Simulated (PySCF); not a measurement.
Vertical excitations of a molecule C2H7InO from TDA-ωB97X/def2-SVPD in PySCF, as energy in eV (oscillator strength): 5.20 (0.000), 6.23 (0.038), 6.27 (0.017), 6.55 (0.052), 6.75 (0.190), 7.22 (0.109), 7.68 (0.181), 7.99 (0.371), 8.23 (0.015), 8.47 (0.096). Lowest triplet (TDA): 4.96 eV. Geometry: B3LYP-D3(BJ)/def2-SVP. The def2 effective core potentials stand for the cores of In; spin–orbit coupling is left out. Other conformers were not sampled.

### Question
Which structure fits?
(A) [CH3][In]([CH3])[OH]
(B) CC[O][InH2]
(C) C[O][InH][CH3]
(D) C[CH2][InH][OH]

### Answer
D, C[CH2][InH][OH]
